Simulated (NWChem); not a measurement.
Program: NWChem. System: C₂H₂F₂, charge 0, spin multiplicity 1, displaced from the optimised geometry. Level: PBE/cc-pVDZ, spin-restricted.

NWChem printed:

```
             Northwest Computational Chemistry Package (NWChem) 7.3.0
             --------------------------------------------------------

                                NWChem Input Module
                                -------------------

 Scaling coordinates for geometry "geometry" by  1.889725989
 (inverse scale =  0.529177249)

                             Geometry "geometry" -> ""
                             -------------------------

 Output coordinates in angstroms (scale by  1.889725989 to convert to a.u.)

  No.       Tag          Charge          X              Y              Z
 ---- ---------------- ---------- -------------- -------------- --------------
    1 C                    6.0000     0.00000000     0.00000000    -1.38203800
    2 C                    6.0000     0.00000000     0.00000000    -0.05825900
    3 F                    9.0000     1.07338700     0.00000000     0.69346200
    4 F                    9.0000    -1.07338700     0.00000000     0.69346200
    5 H                    1.0000    -1.65509800     0.00000000    -2.32394100
    6 H                    1.0000     0.94577100     0.00000000    -1.92026800

 Effective nuclear repulsion energy (a.u.)     115.8488215808

            Nuclear Dipole moment (a.u.)
            ----------------------------
        X                 Y               Z
 ---------------- ---------------- ----------------
    -1.3404336663     0.0000000000    -0.7628351384


 Summary of "ao basis" -> "" (spherical)
 ------------------------------------------------------------------------------
       Tag                 Description            Shells   Functions and Types
 ---------------- ------------------------------  ------  ---------------------
 *                          cc-pvdz                   on all atoms

  pbe96 is a nonlocal functional; adding pw91lda local functional.

                                 NWChem DFT Module
                                 -----------------

 Summary of "ao basis" -> "ao basis" (spherical)
 ------------------------------------------------------------------------------
       Tag                 Description            Shells   Functions and Types
 ---------------- ------------------------------  ------  ---------------------
 C                          cc-pvdz                  6       14   3s2p1d
 F                          cc-pvdz                  6       14   3s2p1d
 H                          cc-pvdz                  3        5   2s1p
[...]
    62     -0.100840  6 H  s                  9      0.088153  1 C  pz

 Vector   15  Occ=2.000000D+00  E=-2.923773D-01
              MO Center= -7.8D-01,  3.6D-11, -1.7D+00, r^2= 2.2D+00
   Bfn.  Coefficient  Atom+Function         Bfn.  Coefficient  Atom+Function
  ----- ------------  ---------------      ----- ------------  ---------------
    57     -0.354929  5 H  s                  4      0.330533  1 C  px
    58     -0.285329  5 H  s                 34      0.184496  3 F  pz
     7      0.177540  1 C  px                 3     -0.166321  1 C  s
     6      0.153325  1 C  pz                62      0.142327  6 H  s
    37      0.124225  3 F  pz                48     -0.106271  4 F  pz

 Vector   16  Occ=2.000000D+00  E=-2.277669D-01
              MO Center=  4.9D-04,  3.6D-11, -6.7D-01, r^2= 1.8D+00
   Bfn.  Coefficient  Atom+Function         Bfn.  Coefficient  Atom+Function
  ----- ------------  ---------------      ----- ------------  ---------------
     5      0.454065  1 C  py                19      0.353979  2 C  py
     8      0.324063  1 C  py                47     -0.245449  4 F  py
    33     -0.237887  3 F  py                50     -0.179825  4 F  py
    36     -0.173917  3 F  py                22      0.139320  2 C  py
    25     -0.036908  2 C  d -1

 Vector   17  Occ=0.000000D+00  E=-1.196255D-01
              MO Center= -9.9D-01,  3.6D-12, -1.9D+00, r^2= 2.3D+00
   Bfn.  Coefficient  Atom+Function         Bfn.  Coefficient  Atom+Function
  ----- ------------  ---------------      ----- ------------  ---------------
    58      0.615488  5 H  s                 57      0.405152  5 H  s
     3     -0.372055  1 C  s                  4      0.342705  1 C  px
     7      0.296332  1 C  px                 9      0.230789  1 C  pz
     6      0.207666  1 C  pz                 2     -0.177276  1 C  s
    34      0.133829  3 F  pz                18      0.103142  2 C  px

 Vector   18  Occ=0.000000D+00  E=-7.060234D-03
              MO Center=  7.4D-03, -4.2D-10, -5.9D-01, r^2= 1.9D+00
   Bfn.  Coefficient  Atom+Function         Bfn.  Coefficient  Atom+Function
  ----- ------------  ---------------      ----- ------------  ---------------
    19     -0.592657  2 C  py                 8      0.554290  1 C  py
    22     -0.535237  2 C  py                 5      0.413372  1 C  py
    47      0.211387  4 F  py                33      0.208903  3 F  py
    50      0.192986  4 F  py                36      0.190818  3 F  py
    11     -0.037841  1 C  d -1              25     -0.031680  2 C  d -1

 Vector   19  Occ=0.000000D+00  E= 6.835907D-02
              MO Center=  9.0D-01,  3.0D-11, -1.6D+00, r^2= 3.1D+00
   Bfn.  Coefficient  Atom+Function         Bfn.  Coefficient  Atom+Function
  ----- ------------  ---------------      ----- ------------  ---------------
    63      1.790275  6 H  s                  3     -1.094936  1 C  s
     7     -0.640861  1 C  px                 9      0.453220  1 C  pz
    45     -0.253504  4 F  s                 18     -0.236505  2 C  px
     4     -0.221748  1 C  px                23      0.219431  2 C  pz
    62      0.179114  6 H  s                  2     -0.168417  1 C  s

 center of mass
 --------------
 x =  -0.02110406 y =   0.00000000 z =   0.14135805

 moments of inertia (a.u.)
 ------------------
         178.676066684073           0.000000000000          -7.497728313102
           0.000000000000         348.061157338156           0.000000000000
          -7.497728313102           0.000000000000         169.385090654083

     Multipole analysis of the density
     ---------------------------------

     L   x y z        total         alpha         beta         nuclear
     -   - - -        -----         -----         ----         -------
     0   0 0 0     -0.000000    -16.000000    -16.000000     32.000000

     1   1 0 0      0.096890      0.718662      0.718662     -1.340434
     1   0 1 0      0.000000      0.000000      0.000000      0.000000
     1   0 0 1     -0.207900      0.277468      0.277468     -0.762835

     2   2 0 0    -15.564816    -51.300658    -51.300658     87.036500
     2   1 1 0     -0.000000     -0.000000     -0.000000      0.000000
     2   1 0 1      0.086873     -3.581580     -3.581580      7.250033
     2   0 2 0    -16.970414     -8.485207     -8.485207      0.000000
     2   0 1 1      0.000000      0.000000      0.000000      0.000000
     2   0 0 2    -15.694428    -60.028823    -60.028823    104.363218

 Task  times  cpu:        5.0s     wall:        5.0s

 Total times  cpu:        5.0s     wall:        5.0s
```

Write an NWChem input that would produce this output.

This is not unique; one that fits is 
```
start mol
memory heap 200 mb stack 900 mb global 1100 mb
geometry units angstroms nocenter noautoz noautosym
  C      0.000000     0.000000    -1.382038
  C      0.000000     0.000000    -0.058259
  F      1.073387     0.000000     0.693462
  F     -1.073387     0.000000     0.693462
  H     -1.655098     0.000000    -2.323941
  H      0.945771     0.000000    -1.920268
end
basis spherical
  * library cc-pvdz
end
dft
  xc xpbe96 cpbe96
  semidirect memsize 60000000 filesize 0
  iterations 100
end
task dft energy
```
